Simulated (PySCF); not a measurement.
Stationary points of [ICl2]+

All numbers come from PBE0 in PySCF with I def2-TZVP with ECP28, Cl def2-TZVP; scalar-relativistic core potentials, no spin–orbit coupling; density-fitted integrals.

Relaxations began from a few typed shapes. The search is not exhaustive: other isomers or separated fragments can lie lower, and high-lying points may rest on an excited occupation.

(1) Which is the lowest minimum found?
A. singlet C2v: I–Cl 2.256 Å (×2); Cl–I–Cl 102.3°
B. singlet D∞h: I–Cl 2.352 Å (×2); Cl–I–Cl 180.0°

Answers

(1) A. The others lie at 189.5 (singlet D∞h, a saddle point) kJ/mol above it.

Counting electrons, iodine keeps 4 of its valence electrons outside its bonds, so the VSEPR class is AX2E2 and the expected shape is bent (C2v), as computed.

The electron or spin density has lower symmetry than the nuclear frame for the singlet D∞h at 189.5 kJ/mol.
